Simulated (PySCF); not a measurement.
Species: C4H6B (charge +1).
Z-matrix (Å and degrees, PBE0-D3(BJ)/def2-SVP geometry), rows numbered from 1:
```
B 
C   1  1.6001
C   2  1.4395  1  112.29
C   3  1.3793  2  150.56  1    87.78
C   4  1.3519  3   60.66  2  -174.72
H   1  1.2028  2  121.86  3     2.74
H   1  1.1998  2  115.53  3  -177.81
H   2  1.1034  1  106.81  3   123.45
H   2  1.1052  1  104.71  3  -121.54
H   4  1.0924  3  150.14  5  -179.51
H   5  1.0924  3  150.15  4   179.68
```

NICS = −σ at a ghost point: NICS(0) at the centroid of the ring atoms, NICS(1) 1 Å to either side along the normal of their mean plane, zz for the tensor component along that normal. Level: GIAO HF/pcSseg-2 (PySCF, non-relativistic, gas phase) on the PBE0-D3(BJ)/def2-SVP geometry, one conformer.

Ring bond lengths (Å): C3–C4 1.379, C4–C5 1.352, C5–C3 1.379.

Q: Give the NICS values of each ring in ppm.

A: 
```csv
ring,type,NICS(0),"NICS(1), two faces","NICS(1)zz, two faces",rms pucker (Å),"centre to ring atoms, mean (Å)"
C3–C4–C5,3-membered carbocycle; bonds drawn aromatic by RDKit's count,-29.2,-15.7 / -15.1,-28.4 / -28.6,0.00,0.79
```

Q: What do they say, and how far can they be read as aromaticity?

A: 
- C3–C4–C5: mean NICS(1)zz -28.5 ppm, shielded. NICS(0) lies 14 ppm below the mean NICS(1).

Q: What does the geometric index give? HOMA takes Krygowski's 1993 parameters.

A: 
- C3–C4–C5: HOMA 0.87 = 1 − EN − GEO, with mean bond length 1.370 Å, EN = α(Ropt − mean)² = 0.082 and GEO = α × variance = 0.043.

Q: At the second NICS(1) probe listed for ring C3–C4–C5, 1 Å off the ring, how large is the induced field along the normal in 9.4 T applied along it?

A: NICSzz × B0 = -28.6 ppm × 9.4 T = -269 μT, against the applied field.

Q: Give the inner angles of the rings.

A: 
- C3–C4–C5: C3 58.7°, C4 60.7°, C5 60.7°; sum 180.0° against 180° for a flat convex ring.

Q: How do the values depend on the level or the medium?

A: 
```tsv
level	NICS(0), C3–C4–C5	mean NICS(1)zz, C3–C4–C5
HF/pcSseg-2, gas	-29.2	-28.5
PBE0/pcSseg-1, gas	-23.7	-26.0
```

The geometry is the same throughout.
